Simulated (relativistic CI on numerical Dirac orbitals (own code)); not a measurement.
**Crystal-field levels of Rh+, 4d8**

Calculated by Dirac-Coulomb-Breit CI, KLI orbitals optimised for each configuration, a model potential for QED, valence Slater integrals scaled by 0.8, one configuration in a parametric crystal field (own radial code).

Field parameters in Wybourne normalisation: Oh B⁴₀ = 21Dq, B⁴₄ = √(5/14) B⁴₀. The field is a parameter set, without covalency.

S is read from ⟨S²⟩ = S(S + 1).

Levels (cm⁻¹, degeneracy): 0 (3), 10369 (2), 19034 (1), 19693 (3), 19704 (2), 20306 (3), 20641 (1), 27030 (3), 27106 (3), 27147 (1), 27323 (2), 30408 (3).

Task: Which field gives this pattern?
A. Oh, 10Dq = 8950 cm⁻¹
B. Oh, 10Dq = 25500 cm⁻¹
C. Oh, 10Dq = 11700 cm⁻¹
D. Oh, 10Dq = 19950 cm⁻¹

Result: D. Oh, 10Dq = 19950 cm⁻¹, ground level with S = 1.00.
